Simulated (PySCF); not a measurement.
## Simulated absorption spectrum

C₅H₁₁B.
Atom-mapped SMILES: `[CH3:1][BH:2][CH2:3]/[CH:4]=[CH:5]/[CH3:6]` (hydrogens: H7, H8, H9 on C1; H10 on B2; H11, H12 on C3; H13 on C4; H14 on C5; H15, H16, H17 on C6)

Geometry (PBE0-D3(BJ)/def2-SVP, Å), atoms numbered from 1 in this order:
```xyz
17
C5H11B angstrom
C      3.232    0.186    0.730
B      1.880    0.468    0.001
C      0.673   -0.530    0.023
C     -0.690    0.037   -0.202
C     -1.746   -0.139    0.599
C     -3.096    0.463    0.390
H      3.341   -0.824    1.154
H      3.278    0.907    1.570
H      4.108    0.426    0.105
H      1.770    1.494   -0.644
H      0.960   -1.168   -0.850
H      0.699   -1.213    0.888
H     -0.808    0.675   -1.088
H     -1.625   -0.772    1.489
H     -3.876   -0.314    0.312
H     -3.385    1.110    1.236
H     -3.130    1.070   -0.527
```

Method: PySCF, TDDFT PBE0/def2-SVPD, vertical, gas phase, core orbitals frozen in the response.

Computed states:

```
state  E (eV)       f
   S1    4.82  0.0005
   S2    6.23  0.0052
   S3    6.38   0.013
   S4    6.81  0.0097
   S5    6.85   0.016
   S6    6.89   0.012
```

Each state is given a Gaussian of 0.25 eV full width at half maximum, with ε(max) = 2.175×10⁸ f / Δν̃ (Δν̃ the width in cm⁻¹). The width is an assumption, not a result. The curve ends short of the highest state used, and states not computed would add to its high-energy end.

(1) Give the broadened spectrum and its maxima.

(2) Does any computed singlet lie in the visible range?

(3) Coming from long wavelengths, where does ε first pass 100 L mol⁻¹ cm⁻¹?

(4) On this curve, what absorbance would a 10⁻⁴ mol/L sample give at 248 nm over a 1 cm path?

Results:

(1) 
```json
{"λ (nm)": "197.2", "ε (L mol⁻¹ cm⁻¹)": "1410"}
{"λ (nm)": "200.0", "ε (L mol⁻¹ cm⁻¹)": "851"}
{"λ (nm)": "202.8", "ε (L mol⁻¹ cm⁻¹)": "370"}
{"λ (nm)": "205.6", "ε (L mol⁻¹ cm⁻¹)": "105"}
{"λ (nm)": "208.5", "ε (L mol⁻¹ cm⁻¹)": "17"}
{"λ (nm)": "211.3", "ε (L mol⁻¹ cm⁻¹)": "2"}
{"λ (nm)": "214.1", "ε (L mol⁻¹ cm⁻¹)": "0"}
{"λ (nm)": "216.9", "ε (L mol⁻¹ cm⁻¹)": "0"}
{"λ (nm)": "219.7", "ε (L mol⁻¹ cm⁻¹)": "0"}
{"λ (nm)": "222.5", "ε (L mol⁻¹ cm⁻¹)": "0"}
{"λ (nm)": "225.3", "ε (L mol⁻¹ cm⁻¹)": "0"}
{"λ (nm)": "228.1", "ε (L mol⁻¹ cm⁻¹)": "0"}
{"λ (nm)": "231.0", "ε (L mol⁻¹ cm⁻¹)": "0"}
{"λ (nm)": "233.8", "ε (L mol⁻¹ cm⁻¹)": "0"}
{"λ (nm)": "236.6", "ε (L mol⁻¹ cm⁻¹)": "0"}
{"λ (nm)": "239.4", "ε (L mol⁻¹ cm⁻¹)": "0"}
{"λ (nm)": "242.2", "ε (L mol⁻¹ cm⁻¹)": "1"}
{"λ (nm)": "245.0", "ε (L mol⁻¹ cm⁻¹)": "4"}
{"λ (nm)": "247.8", "ε (L mol⁻¹ cm⁻¹)": "13"}
{"λ (nm)": "250.6", "ε (L mol⁻¹ cm⁻¹)": "27"}
{"λ (nm)": "253.5", "ε (L mol⁻¹ cm⁻¹)": "44"}
{"λ (nm)": "256.3", "ε (L mol⁻¹ cm⁻¹)": "53"}
{"λ (nm)": "259.1", "ε (L mol⁻¹ cm⁻¹)": "51"}
{"λ (nm)": "261.9", "ε (L mol⁻¹ cm⁻¹)": "38"}
{"λ (nm)": "264.7", "ε (L mol⁻¹ cm⁻¹)": "23"}
{"λ (nm)": "267.5", "ε (L mol⁻¹ cm⁻¹)": "11"}
{"λ (nm)": "270.3", "ε (L mol⁻¹ cm⁻¹)": "5"}
{"λ (nm)": "273.2", "ε (L mol⁻¹ cm⁻¹)": "1"}
{"λ (nm)": "276.0", "ε (L mol⁻¹ cm⁻¹)": "0"}
{"λ (nm)": "278.8", "ε (L mol⁻¹ cm⁻¹)": "0"}
```

Maxima: 257 nm (4.82 eV), ε about 54, made up of S1 (100%) (ε in L mol⁻¹ cm⁻¹; maxima over ε = 5, shares over 10%). At its high-energy end, 6.29 eV, the curve is still rising (ε about 1400, from S2 and S3).

(2) No computed singlet lies in the visible range (380 to 750 nm); the lowest, at 257 nm, stands 1.56 eV above its violet end (3.26 eV).

(3) At about 206 nm (6.03 eV), 1.21 eV above S1.

(4) 248 nm is 4.999 eV, where ε is about 13 L mol⁻¹ cm⁻¹, so A = ε c l ≈ 0.0013 (Beer–Lambert, with the gas-phase spectrum and the assumed width).

Cost: about 60 s of CPU time on one thread; the machine was shared, so the figure is rough.

One conformer stands for the species.
